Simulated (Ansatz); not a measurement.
Coupled-cluster diagnostics for Pb₂Se₃, Ansatz.

Geometry of the singlet (PBE-D4/def2-SVP):

```xyz
5

Pb   -2.142    0.673   -0.577
Pb    2.265    0.390   -0.298
Se    1.012   -1.449    1.204
Se    0.196    1.685   -1.386
Se   -1.332   -1.299    1.056
```

In the def2 sets Pb takes a core potential; there is no spin–orbit coupling. Correlated methods freeze 35 core orbitals; core or outer-core shells of Pb, Se are correlated, in sets that lack core-valence functions. Another isomer (singlet) lies 0.46 eV lower at PBE0-D4/def2-TZVP; other spin states weren't run for this one.

Question: Estimate the CCSD(T) correlation energy, the shares of MP2 and (T), T1 and the reference's ⟨S²⟩ for: charge 0, singlet, own geometry in def2-SVP; and the rough time on 4 threads of Arm Neoverse V1 on a shared host.

Answer: 
| state | basis | correlation (eV) | MP2 share (%) | (T) share (%) | T1 | ⟨S²⟩ (pure) | wall time |
| --- | --- | --- | --- | --- | --- | --- | --- |
| charge 0, singlet, own geometry | def2-SVP | -24.992 | 95.3 | 3.9 | 0.019 | 0.00 (0.00) | 51 s |
Customary marks for T1 are 0.02 (closed shells), 0.045 (open shells) and about 0.05 (3d metals). T1 stays under 0.02 throughout.
